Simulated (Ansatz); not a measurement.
System: BeH₂, net charge 1, doublet state. 
Structure (B3LYP-D3(BJ)/def2-TZVP (Ansatz, a quantum-chemistry and plane-wave program) minimum search):
```
Be
H 1 1.4200
H 1 1.4200 2 92.64
```
Charge +1, spin multiplicity 2.

Basis-set convergence of Hartree-Fock and CCSD correlation energies (hartree) with Ansatz. Correlated levels leave the core frozen unless marked. UHF or UKS for open shells. Spin-orbit coupling is left out. Non-relativistic.

| basis | functions | E(HF) | E(corr, CCSD) |
|---|---|---|---|
| def2-SVP | 19 | -15.34918 | -0.03770 |
| def2-TZVPP | 47 | -15.36849 | -0.04705 |
| def2-QZVPP | 96 | -15.37122 | -0.05049 |

Extrapolating the two largest sets (X = 3 and 4) as X^-3: E(corr) = (64·(-0.05049) - 27·(-0.04705))/37 = -0.0530 Eh, an estimate of the basis-set limit. The largest set recovers 95.3 % of it, the smallest 71.1 %.
